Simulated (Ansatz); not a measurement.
This geometry of BClH6Si2 (10 atoms, charge 0, multiplicity 1) is a first-order saddle point.

All numbers below come from RKS B3LYP/STO-3G in Ansatz.

```xyz
10
Properties=species:S:1:pos:R:3
Si -1.375 0.488 -0.959
B -0.348 -0.690 0.233
Si 1.376 -0.201 1.067
Cl 2.764 -0.194 -0.545
H -2.797 0.255 -0.841
H -1.120 1.890 -0.724
H -0.986 0.183 -2.320
H -0.742 -1.782 0.415
H 1.408 1.132 1.636
H 1.903 -1.132 2.042
```

Which two structures does it join? (They come from a converged band through this point; their orientation in space is the band's.)

No bond is made or broken. The dihedral Si1–B2–Si3–Cl4 goes from 180 to 1°.

First end point:

```xyz
10
Properties=species:S:1:pos:R:3
Si -1.594 0.541 -0.617
B 0.009 -0.584 -0.442
Si 1.481 -0.199 0.806
Cl 3.045 -1.628 0.728
H -2.773 -0.256 -0.352
H -1.605 1.677 0.276
H -1.685 1.032 -1.976
H 0.085 -1.536 -1.125
H 2.097 1.083 0.523
H 1.023 -0.181 2.182
```

Last end point:

```xyz
10
Properties=species:S:1:pos:R:3
Si -1.508 0.415 -0.790
B -0.363 -0.584 0.455
Si 1.572 -0.313 0.693
Cl 2.339 1.236 -0.536
H -2.886 -0.018 -0.760
H -1.465 1.823 -0.460
H -1.010 0.259 -2.139
H -0.826 -1.425 1.134
H 1.903 0.060 2.055
H 2.327 -1.503 0.351
```

How far does it lie above each of them?

1.2 kcal/mol above the first and 1.3 kcal/mol above the second. This is the barrier of this one path; another mechanism may lie lower. Limits of this set-up: minimal basis.

Run time: 100 s on 1 thread of Arm Neoverse V1, with other jobs on the host, peak memory 0.1 GiB.
